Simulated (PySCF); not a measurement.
r2SCAN on Sr (strontium, neutral), [Kr] 4d2, high-spin 3F determinant (an excited configuration). All numbers are calculated (PySCF 2.14, the spin-free X2C one-electron Hamiltonian (Gaussian nucleus), in ANO-RCC-VTZP (7s6p3d1f, 47 functions)).

```
cycle= 1 E= -3178.98545438224  delta_E= -0.0056  |g|= 0.0319  |ddm|= 0.0683
cycle= 2 E= -3178.98565799168  delta_E= -0.000204  |g|= 0.00759  |ddm|= 0.0227
cycle= 3 E= -3178.98568287032  delta_E= -2.49e-05  |g|= 0.00375  |ddm|= 0.00881
cycle= 4 E= -3178.98568729644  delta_E= -4.43e-06  |g|= 0.000104  |ddm|= 0.00218
cycle= 5 E= -3178.98568730376  delta_E= -7.32e-09  |g|= 5.88e-06  |ddm|= 0.000118
cycle= 6 E= -3178.98568730378  delta_E= -2.23e-11  |g|= 3.94e-07  |ddm|= 8.51e-06
converged SCF energy = -3178.98568730378  <S^2> = 2.0015883  2S+1 = 3.0010587
```

Highest occupied orbital energy: 0.050 eV; ⟨L²⟩ = 12.00; populations by l: s 8.00, p 18.00, d 12.00, f 0.00.

(1) Can this result be used?

Answers

(1) Not for this state. Self-consistency was reached. At r2SCAN the highest occupied level has a positive energy, so only the finite basis holds that electron; for this excited configuration the basis is too tight for the outer shell.
